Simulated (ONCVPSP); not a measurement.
Ta ONCV: all-electron and pseudo phase curves

```json
{
 "Element": "Ta (Z = 73)",
 "Generator": "ONCVPSP 4.0.1",
 "Type": "optimised norm-conserving Vanderbilt (ONCV)",
 "Functional": "PBE",
 "Relativity": "fully relativistic",
 "Frozen core": "[Kr] 4d10 4f14",
 "Valence charge": "13",
 "Reference configuration": "5s2 5p6 5d3 6s2",
 "Partial waves": "5s+6s: rc 2.00 bohr, ncon 4, nbas 9, qcut 7.9 1/bohr, 2 projectors; 5p: rc 2.15 bohr, ncon 4, nbas 7, qcut 7.9 1/bohr, 1 projector; 5d: rc 2.05 bohr, ncon 3, nbas 6, qcut 4.5 1/bohr, 1 projector",
 "Local potential": "polynomial inside 1.65 bohr (lpopt 1, dvloc0 -1 Ha)",
 "Core correction": "none"
}
```

Open shells are filled in proportion to 2j + 1.

The phase is arctan(r·R′/R) of the radial function R(r), unwrapped; energies in Ha, scanned from -4 to 5 Ha. A pole is an energy at which the radial function vanishes at the test radius. The pseudo phase is shifted by a multiple of π to meet the all-electron one at the reference energy, and phase errors are pseudo minus all-electron; the curves can meet again beyond the range given. Levels narrower than the energy grid can be missing from the lists of poles.

```csv
channel,radius (bohr),reference energy (Ha),"poles, all-electron","poles, pseudo",unbroken range about the reference energy with phases within 0.05 rad,phase error 1 Ha above the reference energy (rad)
s,2.03,-0.20,"-2.53, 3.68","-2.53, 3.41",below 4.2,-0.003
p3/2,2.18,-1.36,"-1.11, 4.10","-1.11, 3.69",below 1.0,+0.000
p1/2,2.18,-1.68,"-1.51, 3.60","-1.52, 2.40",below -0.6,-0.036
d5/2,2.08,-0.12,0.85,0.87,below 2.0,+0.005
d3/2,2.08,-0.15,0.77,"0.75, 2.32",below 1.3,-0.006
```

Phases in the s channel:

```
E (Ha)  all-electron  pseudo
 -3.98         1.280   1.280
 -3.50         1.199   1.198
 -3.02         0.765   0.764
 -2.54        -1.559  -1.559
 -2.06        -1.764  -1.764
 -1.58        -1.865  -1.866
 -1.10        -1.980  -1.980
 -0.62        -2.171  -2.171
 -0.14        -2.596  -2.596
  0.34        -3.467  -3.469
  0.82        -4.110  -4.113
  1.30        -4.376  -4.381
  1.78        -4.507  -4.512
  2.26        -4.585  -4.592
  2.74        -4.638  -4.649
  3.22        -4.679  -4.695
  3.70        -4.714  -4.739
  4.18        -4.746  -4.792
  4.66        -4.778  -4.880
```
